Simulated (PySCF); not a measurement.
## Working out the ionisation energy of O⁺

O⁺ [He] 2s2 2p3 (4S) → O²⁺ [He] 2s2 2p2 (3P). Calculation: PySCF 2.14, in x2c-TZVPPall; the spin-free X2C one-electron Hamiltonian (Gaussian nucleus). Frozen: 1s2. Energies in hartree (1 hartree = 27.21139 eV):

```tsv
part	O⁺ (lower)	O²⁺ (upper)
UHF	-74.426619	-73.156090
CCSD correlation	-0.111403	-0.095205
(T)	-0.001550	-0.001283
```

Question: What does Hartree-Fock give?

Answer: (-73.156090) − (-74.426619) = 1.270529 hartree = 34.573 eV.

Question: What do CCSD and CCSD(T) give?

Answer: The CCSD correlation energies differ by 0.016198 hartree = 0.441 eV and the triples by 0.000267 hartree = 0.007 eV, so CCSD gives 35.014 eV and CCSD(T) 35.021 eV.

A first-order spin-orbit estimate adds -0.028 eV to CCSD(T) (valence), giving 34.993 eV against 35.121 eV (measured; NIST Atomic Spectra Database, ionization energies).

What remains against the reference includes basis incompleteness, the frozen core and higher excitations.
